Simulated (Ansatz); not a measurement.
Consider the ligand exchange at a B–Cl bond: `C[Se]B(Cl)Cl` + H–F → `C[Se]B(F)Cl` + HCl.

Gas-phase electronic energies from Ansatz, PBE0-D4/def2-TZVP geometries. CBS: MP2 limit from def2 TZ/QZ plus the TZ coupled-cluster correction, frozen cores. This one scheme is used for every species. DFT in def2-TZVPP. For Se outer-core shells are correlated without core-valence functions, which leaves a few kJ/mol of doubt a bond. Scalar relativity is left out up to krypton. Each species was taken in one conformer, which may not be the lowest.

`C[Se]B(Cl)Cl`:

Z-matrix (Å, degrees):
```
C
Se 1 1.948
H 1 1.087 2 109.8
H 1 1.087 2 109.8 3 -121.7
H 1 1.088 2 106.3 3 119.1
B 2 1.916 1 101.1 3 61.0
Cl 6 1.748 2 117.6 1 -180.0
Cl 6 1.748 2 122.9 1 0.0
```

H–F:

Cartesian coordinates in Å:
```
F -0.444 0.116 0.023
H 0.444 -0.116 -0.023
```

`C[Se]B(F)Cl`:

Z-matrix (Å, degrees):
```
C
Se 1 1.948
H 1 1.087 2 109.9
H 1 1.088 2 106.2 3 119.1
H 1 1.087 2 109.9 3 -121.9
B 2 1.926 1 100.4 3 60.9
Cl 6 1.754 2 123.8 1 0.0
F 6 1.319 2 118.0 1 -180.0
```

HCl:

Cartesian coordinates in Å:
```
Cl -0.404 -0.115 -0.482
H 0.404 0.115 0.482
```

CCSD(T)/CBS gives -0.45 eV.

(1) Another level gave -0.59 eV. Which?
A. revPBE-D4/def2-TZVPP
B. B97M-V/def2-TZVPP
C. CAM-B3LYP/def2-TZVPP
D. PBE0/def2-TZVPP

Largest T1 diagnostic among the species: 0.011.

Results:

(1) B. B97M-V -0.59, revPBE-D4 -0.41, PBE0 -0.50, CAM-B3LYP -0.66 eV.

In def2-TZVPP, CCSD(T) changes the Hartree–Fock value by +0.23 eV (the triples alone add +0.04 eV) and MP2 by +0.33 eV. At CCSD(T), def2-SVP lies −0.17 eV from the extrapolated value and def2-TZVPP −0.06 eV.
